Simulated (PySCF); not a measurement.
Input of a response calculation (the driver script's job line, then coordinates in Å):

```
{"job": {"kind": "uv", "xc": "B3LYP", "basis": "def2-SVPD", "ip": true}, "charge": 0, "multiplicity": 1}
F     -2.291731     1.393525     0.086515
P     -0.752287     1.812646    -0.192996
F     -0.900063     2.263466    -1.725956
P     -0.089016    -0.307208    -0.604599
P     -1.015366    -1.157698     1.272613
F     -2.048301    -2.143389     0.540892
F      0.179532    -2.216925     1.541009
P      1.980481    -0.070837     0.272413
F      2.245819     1.381028    -0.397439
F      2.741233    -0.975683    -0.813420
```

Its output, with some lines taken out ([cut]) and without the SCF cycles:

```
converged SCF energy = -1963.8521524008

Static polarisability (au): isotropic 107.707, principal 84.476 118.972 119.672

Singlet excitations
state   eV       nm        f      main configurations
  1   4.4590    278.1   0.04488   H->L 0.62, H->L+1 0.28
  2   4.4667    277.6   0.04504   H->L+1 0.63, H->L 0.27
  3   4.7419    261.5   0.00349   H->L+2 0.80, H-1->L+1 0.11, H-2->L 0.08
  4   4.8730    254.4   0.00088   H-1->L 0.41, H-2->L+1 0.33, H-2->L 0.10
[cut]
  6   5.0832    243.9   0.02481   H-2->L+1 0.32, H-1->L 0.27, H->L+4 0.18
  7   5.1815    239.3   0.00670   H-2->L+2 0.49, H-1->L+2 0.18, H-2->L 0.11
[cut]
  9   5.2395    236.6   0.01325   H-1->L+1 0.24, H-2->L+2 0.20, H-2->L+1 0.13
 10   5.5161    224.8   0.17018   H->L+3 0.62, H-2->L 0.11

[cut]
Vertical ionisation energy (delta-SCF) = 9.4599 eV
[cut]
```

Method: TDDFT B3LYP/def2-SVPD, vertical, gas phase, core orbitals frozen in the response (PySCF). Isolated species at its PBE0-D3(BJ)/def2-SVP geometry (one conformer only).

Question: Restore the lines that were cut, in order.

Answer: 
```
  5   5.0648    244.8   0.01121   H->L+3 0.31, H-2->L 0.30, H-1->L+1 0.23
  8   5.1969    238.6   0.00945   H-1->L+2 0.71, H-2->L+2 0.23
Triplet excitations (Tamm-Dancoff, eV): 3.8278 3.8573 4.1224 4.1581
Vertical electron affinity (delta-SCF) = 0.4285 eV
```

Question: What is the gap between the lowest singlet and the lowest triplet?

Answer: 4.4590 − 3.8278 = 0.6312 eV (full response against Tamm–Dancoff).

Question: What share of the summed oscillator strength falls to the strongest level in this window?

Answer: State 10 at 225 nm: 0.1702 of 0.3299, or 52%.

Question: Give the mean polarisability in Å³.

Answer: 107.71 au × 0.148185 = 15.96 Å³.

Question: Which species is it?

Answer: (PF2)3P, `FP(F)P(P(F)F)P(F)F` (P4F6).

H and L stand for HOMO and LUMO.

Time: 6.9 min of wall time; peak memory 1.3 GiB. Hardware: Arm Neoverse V1, one thread, shared host with 32 logical CPUs at a one-minute load of 15.

Conformer computed: `[F:1][P:2]([F:3])[P:4]([P:5]([F:6])[F:7])[P:8]([F:9])[F:10]`: F1–P2–P4–P5 -50°, P2–P4–P5–F6 118°, P2–P4–P8–F9 -43°.
